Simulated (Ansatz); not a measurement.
# A ladder of methods for SnH3 (SMILES [SnH3])

SnH3: 4 atoms, total charge 0, spin state doublet. SMILES: `[SnH3]`. The coordinates come from a PBE0-D4/def2-TZVP relaxation.

Each level gives the electronic atomisation energy (eV). The values are calculated. Electronic energies at fixed atoms, without zero-point motion or spin-orbit coupling.

| level | kind | program | value (eV) | less FCI/STO-3G | CPU time (all runs) |
| --- | --- | --- | --- | --- | --- |
| UBLYP/STO-3G | GGA | Ansatz | 13.17 | +1.67 | 4.3 s |
| U-r2SCAN/STO-3G | meta-GGA | Ansatz | 13.12 | +1.62 | 17 s |
| UPBE0/STO-3G | global hybrid | Ansatz | 12.73 | +1.23 | 3.7 s |
| U-wB97X/STO-3G | range-separated hybrid | Ansatz | 12.89 | +1.39 | 18 s |
| UCAM-B3LYP/STO-3G | range-separated hybrid | Ansatz | 13.21 | +1.71 | 4.3 s |
| UB2PLYP/STO-3G | double hybrid | Ansatz | 12.45 | +0.95 | 3.9 s |
| UCCSD(T)/STO-3G | coupled cluster or CI | Ansatz | 11.50 | 0.00 | 0.92 s |
| FCI/STO-3G | exact in the basis | Ansatz | 11.50 | 0.00 | 1.3 s |

FCI/STO-3G is exact within its basis and frozen core, so for wave-function methods in that basis the difference is their error; functionals converge differently with the basis, so for them it is only a difference. All-electron rows without a relativistic Hamiltonian named are non-relativistic. The values span 11.50 to 13.21 eV. All rows use very small basis sets, so even the best lies far from the true value. In the correlated wave-function rows the outer d shell of Sn is correlated, in sets not made for it. Times are those of the runs behind each value, whatever else they computed, on shared processors of several kinds: orders of magnitude only.
